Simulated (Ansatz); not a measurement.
Reaction (SMILES): C=[SiH2] (CH2-SiH2) → [CH]=[SiH2] (CH-SiH2) + H atom
B3LYP-D3(BJ)/def2-TZVP geometries, fixed; electronic energies without zero-point terms.

Basis-set convergence of the bond dissociation energy at PBE with Ansatz (a program for electronic structure). Cartesian d functions, on some or all atoms, in 6-31G*, 6-31G**, 6-311G**; all else is spherical. The program fits the integrals of some runs and decomposes those of others, by size. Open shells are unrestricted. No added dispersion term, no relativity. Functions are those of the species that has most. Reference: the value in aug-pcseg-3, 111.95 kcal/mol, itself unsure by roughly 0.03 kcal/mol (its mean distance from aug-cc-pV(Q+d)Z, cc-pV(5+d)Z, def2-QZVPPD). Deviations are taken from unrounded values.

```
basis        functions  bond dissociation energy (kcal/mol)  minus reference (kcal/mol)
-----------  ---------  -----------------------------------  --------------------------
STO-3G              18                               145.82                       33.87
3-21G               30                               116.11                        4.16
6-31G               30                               115.55                        3.60
def2-SV(P)          40                               110.25                       -1.70
6-31G*              42                               112.32                        0.37
def2-SVP            52                               112.02                        0.07
6-31G**             54                               113.37                        1.42
6-311G**            69                               112.36                        0.41
aug-pcseg-1         86                               111.78                       -0.18
def2-TZVP           92                               111.88                       -0.07
def2-TZVPP         129                               112.08                        0.13
aug-pcseg-2        188                               112.04                        0.08
def2-QZVPP         247                               111.95                        0.00
aug-pcseg-3        370                               111.95                        0.00
```

The smallest set listed that lies within 2 kcal/mol of the reference with all its larger relatives (same family, alike in diffuse functions; a set with none counts only in the reference's own line) is def2-SV(P) (40 functions, -1.70 kcal/mol off).
